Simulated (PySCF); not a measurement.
Compound: C6H7ClF (doublet state).
Cartesian coordinates in Å at the GFN2-xTB level; atoms count from 1:
```
atom  x, y, z in Å
F1     0.9255    1.1761    1.9182
C2     0.3701    0.4909    0.8917
C3    -0.2151   -0.8354    1.1552
C4    -0.6909   -1.2531   -0.1971
C5    -0.2340   -0.0062   -0.9718
C6    -0.6819    1.1361   -0.0428
C7     1.1877    0.1771   -0.4057
Cl8    2.0853    1.5295   -1.0961
H9    -0.0950   -1.4338    2.0320
H10   -0.2219   -2.1743   -0.5567
H11   -1.7748   -1.3964   -0.2474
H12   -0.4138    0.0288   -2.0402
H13   -0.3877    2.1209   -0.3904
H14   -1.7104    1.1328    0.3070
H15    1.8526   -0.6851   -0.3779
```

The hyperfine couplings belong to this conformer and change with its torsions.

As a line formula: `F[C@@]12[CH]C[C@@H](C1)[C@H]2Cl` [radical].

Computed with UKS B3LYP, pcH-1 on C Cl F H, non-relativistic, mean-field spin-orbit, GIAO in PySCF 2.14.0. Isolated species at its GFN2-xTB geometry, gas phase. A GFN2-xTB geometry isn't a minimum of the functional, and hyperfine couplings can be far from their values at a DFT geometry. Stability of the SCF solution: not tested.

Problem. What is the g tensor, term by term?

Solution. 
```
                    Δg (ppm)     1     2     3
relativistic mass correction  -151  -151  -151
            gauge correction    18    10    18
   orbital Zeeman/spin–orbit  -177   420  1005
                       total  -310   279   872
```

So g = 2.00201, 2.00260, 2.00319 and g_iso = 2.00260; the tensor is rhombic: the two nearest values differ by 50 % of g3 − g1. 

Problem. What effective moment and Curie constant follow for a powder?

Solution. With the mean of g² = 4.0104 and S(S+1) = 0.75: μ_eff = √(⟨g²⟩S(S+1)) = 1.734 μB and χT = 0.12505·⟨g²⟩·S(S+1) = 0.376 cm³ K/mol (cgs; spin-Hamiltonian part alone).

Problem. What are the electron Larmor frequencies g μB B/h along the three axes at 340 mT?

Solution. 9.5270, 9.5298, 9.5326 GHz for g1, g2 and g3, a range of 5.6 MHz.

Problem. In a frozen sample, at which fields do the three g values resonate at 9.5, 34, 94 and 263 GHz (hyperfine left aside), and which band first spreads them over more than twice a line width of 0.5 mT?

Solution. 
| band | GHz | B(g3) mT | B(g2) mT | B(g1) mT | spread mT |
| --- | --- | --- | --- | --- | --- |
| X | 9.5 | 338.84 | 338.94 | 339.04 | 0.20 |
| Q | 34.0 | 1212.68 | 1213.04 | 1213.39 | 0.72 |
| W | 94.0 | 3352.69 | 3353.69 | 3354.67 | 1.98 |
| J | 263.0 | 9380.41 | 9383.19 | 9385.95 | 5.54 |

The spread grows in proportion to the frequency. W band is the first where it exceeds 1.0 mT.

Largest spin populations (Mulliken): C3 (+1.00), C4 (-0.08) and C2 (-0.07). C3 is the only atom above +0.15. The positive populations add up to 1.20 and the negative ones to -0.20, together 2S = 1. The angles at C3 add up to 358.3°, so it is nearly planar; its axial dipolar tensor and the negative coupling of its proton fit spin in a p orbital normal to that plane.

The HOMO–LUMO gaps are 6.35 eV among the α and 6.01 eV among the β orbitals.
